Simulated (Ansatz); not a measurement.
Mulliken charges of C2H2FIO, SMILES `O/C=C(/F)I` from PBE/def2-TZVPP in Ansatz (PBE0-D4/def2-TZVP geometry).

```json
{"atom": "O1", "x (Å)": "1.030", "y (Å)": "1.156", "z (Å)": "0.253", "charge (e)": "-0.237"}
{"atom": "C2", "x (Å)": "0.709", "y (Å)": "-0.121", "z (Å)": "-0.004", "charge (e)": "0.003"}
{"atom": "C3", "x (Å)": "-0.514", "y (Å)": "-0.619", "z (Å)": "-0.142", "charge (e)": "0.088"}
{"atom": "F4", "x (Å)": "-0.716", "y (Å)": "-1.911", "z (Å)": "-0.398", "charge (e)": "-0.137"}
{"atom": "I5", "x (Å)": "-2.233", "y (Å)": "0.524", "z (Å)": "0.019", "charge (e)": "-0.022"}
{"atom": "H6", "x (Å)": "0.219", "y (Å)": "1.680", "z (Å)": "0.326", "charge (e)": "0.192"}
{"atom": "H7", "x (Å)": "1.566", "y (Å)": "-0.777", "z (Å)": "-0.101", "charge (e)": "0.113"}
```

Question: By hand: the dipole of these point charges (1 e Å = 4.8032 D).

Answer: Σ q r = (0.079, 0.156, 0.033) e Å, of length 0.178 e Å = 0.85 D.

Question: How does the dipole of the full density compare? (Best estimate.)

Answer: Computed: (-0.046, 0.153, 0.028) e Å, 0.78 D; the point charges give 1.09 times that, at 43° from its direction.

Point charges leave out the atoms' own dipoles, such as those of lone pairs, and Mulliken's split depends on the basis, so the two needn't agree.
